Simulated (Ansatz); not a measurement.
Input for Ansatz (development build ahead of 0.2.0):

```yaml
crystal:
  periodic: [false, false, false]
  atoms:
    - { symbol: Cl, position_ang: [-0.0287, 0.00582, -2.23863] }
    - { symbol: Cd, position_ang: [-0.01015, -0.01683, 0.02842] }
    - { symbol: Cl, position_ang: [-0.00649, 0.01164, 2.27008] }
basis:
  gaussian: { orbitals: STO-3G }
hamiltonian:
  xc: hf
correlation:
  method: mp2
  frozen_orbitals: { Cd: 14, Cl: 5 }
```

The input is written out in the form of the current development build from the run's settings.

Output:

| Item | Value |
| --- | --- |
| Converged | yes |
| Reference energy | -6320.96074 hartree |
| Correlation energy | -0.02386 hartree |
| Total energy | -6320.98460 hartree |
| Spin squared of the determinant | 0.000 |
